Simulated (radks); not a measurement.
The oxygen ion O+, 7 electrons, occupied as [He] 2p(up 1.5, down 1.5) 2s(up 1, down 1) (fractional occupations, a model configuration).

Method: non-relativistic Kohn-Sham, PBE, spin-polarised, spherical densities, point nucleus; computed with a radial shooting solver on a logarithmic mesh with Libxc functionals.

Energy parts (hartree):
| part | energy |
|---|---|
| total | -74.34108 |
| kinetic | 74.15774 |
| electron-nucleus | -172.43655 |
| Hartree | 31.76207 |
| exchange-correlation | -7.82434 |

Orbitals (lengths in bohr, moments of r in powers of bohr; r(max) is where P^2 peaks; r(90%) holds 90 % of the orbital's charge):
orbital  occ.  eigenvalue (hartree)     <r^4>  r(90%)  r(max)
1s          2             -19.59211  0.007601   0.358  0.1293
2s          2              -1.45571     3.805    1.72  0.8547
2p          3              -0.89878     5.743    1.89  0.7825

The highest occupied level is 2p at -24.457 eV. The density falls to 0.001 e/bohr^3 at r = 2.88 bohr. The electron density at the nucleus is 314.7 e/bohr^3. Virial ratio -V/T = 2.00247.
